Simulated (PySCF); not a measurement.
## Correlation energy of Pb⁴⁺ (lead, charge +4)

Starting occupation: [Xe] 4f14 5d10. All numbers are calculated (PySCF 2.14, X2C-1e with screened-nucleus spin-orbit coupling, Gaussian nucleus, in x2c-TZVPPall-2c with one added diffuse shell each of s, p, d, f type (12s12p10d4f, 126 functions)). Frozen: [Kr] 4d10 4f14; 18 electrons correlated; the 26 highest virtual spinors left out.

MP2 pair energies summed by pair of shells (mhartree):

```json
{"pair": "5d3/2-5d5/2", "energy": "-106.20", "share (%)": "30.8"}
{"pair": "5d5/2-5d5/2", "energy": "-77.45", "share (%)": "22.5"}
{"pair": "5d3/2-5d3/2", "energy": "-32.40", "share (%)": "9.4"}
{"pair": "5d5/2-5p3/2", "energy": "-30.21", "share (%)": "8.8"}
{"pair": "5d3/2-5p3/2", "energy": "-21.34", "share (%)": "6.2"}
{"pair": "5d5/2-5p1/2", "energy": "-14.22", "share (%)": "4.1"}
{"pair": "5d5/2-5s1/2", "energy": "-10.61", "share (%)": "3.1"}
{"pair": "5p3/2-5p3/2", "energy": "-10.32", "share (%)": "3.0"}
{"pair": "5p1/2-5p3/2", "energy": "-9.59", "share (%)": "2.8"}
{"pair": "5d3/2-5p1/2", "energy": "-9.19", "share (%)": "2.7"}
{"pair": "5p3/2-5s1/2", "energy": "-7.75", "share (%)": "2.2"}
{"pair": "5d3/2-5s1/2", "energy": "-7.14", "share (%)": "2.1"}
{"pair": "5p1/2-5s1/2", "energy": "-3.76", "share (%)": "1.1"}
{"pair": "5p1/2-5p1/2", "energy": "-2.48", "share (%)": "0.7"}
{"pair": "5s1/2-5s1/2", "energy": "-2.14", "share (%)": "0.6"}
```

Total MP2 correlation energy: -344.81 mhartree.

The virtual space was cut to 110 spinors, which keep -344.24 of the -344.81 mhartree of MP2 correlation.

```tsv
level	correlation energy (mhartree)
CCSD	-332.72
```

Diagnostics: T1 = 0.0041, largest double amplitude 0.017.

Is a single reference adequate?

Yes: T1 lies below 0.03 and no double amplitude reaches 0.07.

This basis was not built for core-valence correlation, so the inner-shell part is incomplete.
